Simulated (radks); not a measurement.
Values are calculated unless marked as measured or tabulated.
Problem. These are the eigenvalues of the occupied orbitals of an atom or ion with whole-number occupations (eV). Level of theory: scalar-relativistic Kohn-Sham, PBE, spin-polarised, spherical densities, finite nucleus; Fermi nuclear charge, rms radius of each element as measured or else 0.836 A^(1/3) + 0.57 fm (a radial shooting solver on a logarithmic mesh with Libxc functionals).

1s up: -2426.356
1s down: -2426.016
2s up: -231.4123
2s down: -231.0704
2p up: -176.3479
2p down: -175.8772
3s up: -34.4709
3s down: -31.7163
3p up: -23.0118
4f up: -0.6928

Which element is it, and in what charge state? The configuration may be excited. Open shells, if any, are filled with parallel spins first.

Solution. Z = 16, sulfur, charge 0: S in [Ne] 3s2 3p2 4f2. The list shows which subshells hold electrons but not how many an open one holds; the 1s level, -89.167 hartree, gives Z - s = 13.4 by -(Z - s)^2/2, which with screening and relativity narrows Z to a few neighbours, and the depths of the outer levels then fix element, charge and occupations together.
